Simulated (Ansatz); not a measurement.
Consider the substitution at a C–S bond: `C[S][SnH3]` + `NO` → `CON` + `[SH][SnH3]`.

Isolated molecules relaxed with PBE0-D4/def2-TZVP in Ansatz; ΔE leaves out vibrations. CCSD(T)/CBS is the MP2 limit (def2-TZVPP, def2-QZVPP) plus CCSD(T) − MP2 in def2-TZVPP, frozen cores. This one scheme is used for every species. def2 core potentials past Kr. For Sn outer-core shells are correlated without core-valence functions, which leaves a few kJ/mol of doubt a bond. One conformer a species, not always the lowest.

| species | CCSD(T)/CBS(def2) energy (Eh) |
| --- | --- |
| `C[S][SnH3]` | -653.46026 |
| `NO` | -131.61350 |
| `CON` | -170.85898 |
| `[SH][SnH3]` | -614.20548 |

Task: Work out ΔE.

Result: ΔE = (-170.85898) + (-614.20548) − (-653.46026) − (-131.61350) = 0.00930 Eh = +24.4 kJ/mol.

Largest T1 diagnostic among the species: 0.012.

Leaving LDA and LC-ωPBE aside and taking each functional with its dispersion term where it has one, the values, not all of them listed here, spread over 10.3 kJ/mol, from CAM-B3LYP-D4 to revPBE-D4. LDA lies −3.5 kJ/mol from PBE without D4. The D4 term adds +4.6 kJ/mol with B3LYP and +2.5 kJ/mol with PBE0; it sums over pairs of atoms, weighted by their polarisabilities, and B3LYP, whose exchange is more repulsive, gets the larger term. At CCSD(T), def2-SVP lies −20.8 kJ/mol from the extrapolated value and def2-TZVPP −5.3 kJ/mol.

B3LYP here is the variant with VWN-RPA as its local correlation; programs differ in this.
